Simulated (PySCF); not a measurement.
C2H5F3OSi.
SMILES with atom numbers: `[CH3:1][O:2][SiH2:3][C:4]([F:5])([F:6])[F:7]` (hydrogens: H8, H9, H10 on C1; H11, H12 on Si3)

Computed by this run: PBE0-D3(BJ)/def2-SVP geometry optimisation, gas phase (PySCF); density fitting, grid level 1; the optimiser is geomeTRIC in internal coordinates, started from a GFN2-xTB structure with every atom displaced at random (about 0.01 Å).

Step 2: E = -20203.8814 eV
```
atom  x, y, z in Å  |  force x, y, z in eV/Å
C1      2.1332   -0.1323   -0.1497    0.026   0.038   0.039
O2      0.7425   -0.2887   -0.1163    0.003  -0.030  -0.053
Si3    -0.3731    0.5084    0.7982   -0.034  -0.039  -0.016
C4     -2.0318   -0.3415    0.2851   -0.167  -0.331  -0.123
F5     -1.9600   -1.6672    0.4896    0.182  -0.019  -0.096
F6     -2.3358   -0.1491   -1.0046    0.226   0.000  -0.135
F7     -3.0900    0.0800    0.9803   -0.107   0.386   0.386
H8      2.5456   -0.7869   -0.9322   -0.037   0.003   0.014
H9      2.4268    0.9064   -0.3856    0.002   0.003  -0.001
H10     2.6001   -0.4141    0.8114   -0.007   0.005  -0.001
H11    -0.4314    1.9653    0.4833   -0.055  -0.014   0.003
H12    -0.1730    0.2976    2.2620   -0.034  -0.002  -0.016
```

Step 3: E = -20203.8967 eV
```
atom  x, y, z in Å  |  force x, y, z in eV/Å
C1      2.1350   -0.1277   -0.1490    0.008   0.067   0.038
O2      0.7459   -0.3003   -0.1219    0.018  -0.030  -0.040
Si3    -0.3733    0.4911    0.7929   -0.015   0.004   0.006
C4     -2.0335   -0.3455    0.2854    0.016  -0.197  -0.071
F5     -1.9775   -1.6730    0.4876   -0.015   0.118  -0.050
F6     -2.3266   -0.1473   -1.0075    0.048  -0.024   0.034
F7     -3.0697    0.1177    0.9989   -0.011   0.103   0.087
H8      2.5570   -0.7815   -0.9253   -0.011  -0.020  -0.016
H9      2.4174    0.9135   -0.3893    0.000  -0.009   0.001
H10     2.6002   -0.3986    0.8153    0.003   0.000   0.015
H11    -0.4422    1.9471    0.4769   -0.032  -0.006   0.007
H12    -0.1794    0.2824    2.2574   -0.009  -0.006  -0.010
```

Task: Estimate the geometry and energy of step 4. (The exact step hangs on the optimiser's Hessian estimate; all steps are aligned on step 3, rigid shifts and turns removed.)

Result: E = -20203.9018 eV, largest force 0.099 eV/Å
```
atom  x, y, z in Å  |  force x, y, z in eV/Å
C1      2.1425   -0.1187   -0.1471    0.008   0.028   0.012
O2      0.7561   -0.3153   -0.1292    0.006  -0.012  -0.016
Si3    -0.3699    0.4676    0.7851    0.005   0.029   0.014
C4     -2.0371   -0.3499    0.2849    0.040  -0.084  -0.034
F5     -2.0212   -1.6753    0.4892   -0.052   0.071   0.006
F6     -2.3322   -0.1480   -1.0061   -0.018  -0.001   0.027
F7     -3.0471    0.1584    1.0121   -0.003  -0.009  -0.017
H8      2.5775   -0.7739   -0.9150    0.014  -0.009  -0.008
H9      2.4098    0.9244   -0.3958   -0.003  -0.005   0.001
H10     2.6053   -0.3734    0.8230    0.004   0.001   0.010
H11    -0.4512    1.9231    0.4710   -0.009   0.002   0.007
H12    -0.1794    0.2590    2.2494    0.008  -0.011  -0.001
```

The energy changes by -0.0051 eV. The first-order estimate −F·Δx gives -0.0076 eV and the mean of the old and new forces, exact on a quadratic surface, -0.0049 eV. The step makes an angle of 74° with the force vector and moves no atom by more than 0.048 Å.

What follows is the cost of the whole optimisation. Time: 80 s; peak memory 0.52 GiB. Hardware: Arm Neoverse V1, one thread, shared host with 32 logical CPUs at a one-minute load of 29.
